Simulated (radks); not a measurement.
The tellurium ion Te2+, configuration [Kr] 4d10 5s2 6p2 (not the ground configuration). Calculated with a radial shooting solver on a logarithmic mesh with Libxc functionals: Dirac Kohn-Sham, Wu-Cohen GGA, spin-unpolarised, spherical densities, finite nucleus; open shells are shared between the two j in proportion to 2j + 1; Fermi nuclear charge, rms radius 4.7423 fm. Some entries of the table are withheld. Estimate them.

orbital,occ.,eigenvalue (hartree),r(max) (bohr)
1s1/2,2,-1162.435,0.01794
2s1/2,2,-179.1544,0.1015
2p1/2,2,-167.9655,(1)
2p3/2,4,-157.8764,(2)
3s1/2,2,-36.54425,0.2929
3p1/2,2,-31.93773,0.2792
3p3/2,4,-30.05766,0.2898
3d3/2,4,(3),(4)
3d5/2,6,(5),(6)
4s1/2,2,(7),0.7010
4p1/2,2,-5.55446,(8)
4p3/2,4,-5.19549,(9)
4d3/2,4,-2.66013,0.8047
4d5/2,6,-2.60535,0.8135
5s1/2,2,-1.50307,1.706
6p1/2,0.666667,-0.42060,4.536
6p3/2,1.33333,-0.40951,4.644

Answer. 
(1) 2p1/2 r(max) (bohr): 0.07794
(2) 2p3/2 r(max) (bohr): 0.08264
(3) 3d3/2 eigenvalue (hartree): -21.91636
(4) 3d3/2 r(max) (bohr): 0.2360
(5) 3d5/2 eigenvalue (hartree): -21.52317
(6) 3d5/2 r(max) (bohr): 0.2390
(7) 4s1/2 eigenvalue (hartree): -7.13960
(8) 4p1/2 r(max) (bohr): 0.7212
(9) 4p3/2 r(max) (bohr): 0.7456
